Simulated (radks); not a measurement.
The mean radii <r> (bohr) of the occupied orbitals of an atom or ion are listed with their occupations. All-electron calculation, scalar-relativistic Kohn-Sham, LDA (Slater exchange, Perdew-Wang correlation), spin-polarised, spherical densities, point nucleus. Program: a radial shooting solver on a logarithmic mesh with Libxc functionals.

orbital  occ.      <r>
1s up       1  0.06657
1s down     1  0.06657
2s up       1   0.3093
2s down     1   0.3089
2p up       3   0.2747
2p down     3   0.2743
3s up       1   0.9502
3s down     1   0.9520
3p up       3    1.017
3p down     3    1.021
3d up       3    1.414
4s up       1    3.255
4s down     1    3.449

Name the element and its charge.

Answer. Z = 23, vanadium, charge 0: V in [Ar] 3d(up 3, down 0) 4s2. The 1s radius gives Z: for a bare nucleus <r> = (2 gamma + 1)/(2Z) with gamma = sqrt(1 - (Z/c)^2), 0.0646 bohr for Z = 23, and screening makes it slightly larger (0.06657 here). The occupations add up to 23, and the charge is Z minus that.
